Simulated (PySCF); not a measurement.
B(Br)(vinyl)(OH) (C₂H₄BBrO), SMILES BrB(C=C)O. Atoms are numbered in the order given.

```xyz
9

B     -0.3187     0.5690     0.0000
Br     0.1920    -1.3230     0.0000
C      0.7828     1.6598     0.0000
C      0.4813     2.9688     0.0000
H      1.8363     1.3606     0.0000
H      1.2518     3.7474     0.0000
H     -0.5595     3.3096     0.0000
O     -1.6273     0.8924     0.0000
H     -2.2220     0.1313     0.0000
```

The structure is a stationary point at B3LYP-D3(BJ)/def2-SVP. This is a generated structure with no PubChem entry under its InChIKey; it may be hypothetical. The values are those of a single conformer.

Method: B3LYP-D3(BJ)/def2-SVP (PySCF).

Frequencies are harmonic and unscaled.

Computed vibrational spectrum:
```csv
mode,ν (cm⁻¹),IR (km/mol),Raman (Å⁴/amu),depolarisation,moving atoms (share of kinetic energy)
1,72,1.2,7.2,0.75,"C 53 %, H 35 %"
2,187,0.1,1.0,0.63,"C 31 %, O 26 %, H 20 %, B 12 %, Br 11 %"
3,299,5.5,2.9,0.56,"C 46 %, O 28 %, H 17 %"
4,339,8.7,4.6,0.21,"Br 32 %, O 31 %, C 19 %, H 12 %"
5,400,1.5,3.6,0.75,"H 55 %, B 37 %"
6,573,105.6,3.0,0.75,"H 88 %, O 9 %"
7,633,42.2,3.4,0.13,"C 30 %, B 24 %, O 23 %, H 20 %"
8,667,25.0,5.4,0.75,"B 45 %, H 30 %, C 23 %"
9,895,113.0,2.0,0.47,"H 51 %, B 29 %, C 16 %"
10,1012,27.1,0.9,0.75,"H 73 %, C 27 %"
11,1034,8.2,3.3,0.75,"H 75 %, C 18 %"
12,1048,10.2,0.2,0.75,"H 90 %, C 10 %"
13,1116,371.2,0.2,0.35,"H 51 %, B 32 %, O 14 %"
14,1302,12.2,14.6,0.33,"H 69 %, C 27 %"
15,1394,140.6,5.0,0.70,"B 42 %, H 36 %, O 16 %"
16,1448,108.5,30.1,0.37,"H 50 %, B 29 %, C 14 %"
17,1676,68.2,54.2,0.22,"C 84 %, H 15 %"
18,3125,12.5,107.4,0.14,H 95 %
19,3161,2.8,93.8,0.31,"H 92 %, C 8 %"
20,3221,6.0,80.4,0.69,"H 89 %, C 11 %"
21,3846,107.2,80.6,0.31,H 94 %
```
